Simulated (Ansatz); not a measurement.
The same path of CH8OSi3 (13 atoms, charge 0, multiplicity 1) was run twice with different band settings. The coordinate that changes most is the dihedral H7–C1–Si2–Si5.

These are results of Ansatz, RKS r2SCAN-D4/STO-3G, not measurements.

Relaxed end points:

```xyz
13
Properties=species:S:1:pos:R:3
C -2.077 -0.122 0.255
Si -0.254 -0.286 0.695
Si 1.194 -1.123 -0.835
O 2.107 0.366 -0.866
Si 1.175 1.400 0.190
H -2.580 -1.096 0.292
H -2.213 0.285 -0.754
H -2.594 0.544 0.956
H -0.135 -0.830 2.036
H 2.061 -2.237 -0.478
H 0.669 -1.434 -2.158
H 2.029 1.961 1.228
H 0.639 2.539 -0.544
```

```xyz
13
Properties=species:S:1:pos:R:3
C -2.078 -0.151 0.244
Si -0.254 -0.341 0.669
Si 1.201 -1.049 -0.920
O 2.119 0.434 -0.818
Si 1.171 1.385 0.302
H -2.597 0.455 0.997
H -2.577 -1.126 0.204
H -2.218 0.335 -0.728
H -0.132 -0.988 1.962
H 2.063 -2.193 -0.660
H 0.678 -1.241 -2.267
H 2.013 1.876 1.382
H 0.631 2.568 -0.355
```

Common settings: spring 5.0 eV/Å²; optimiser quadratic models (default); start path through a guess of the saddle point; force threshold 0.05 eV/Å; end points relaxed.

| run | movable images | climbing image | iteration limit |
| --- | --- | --- | --- |
| 1 | 7 | yes | 25 |
| 2 | 4 | no | 41 |

**Question.** What does each run give, and how far can it be trusted?

**Answer.** Run 1: converged after 14 iterations, highest image 0.047 eV above the first end. A vibrational analysis at the climbing image gives one clearly imaginary mode, 136i cm⁻¹: a first-order saddle point.
Run 2: converged after 11 iterations, highest image 0.043 eV above the first end. No image climbed, so the highest image needn't sit at the top of the path.
Limits of this set-up: minimal basis.
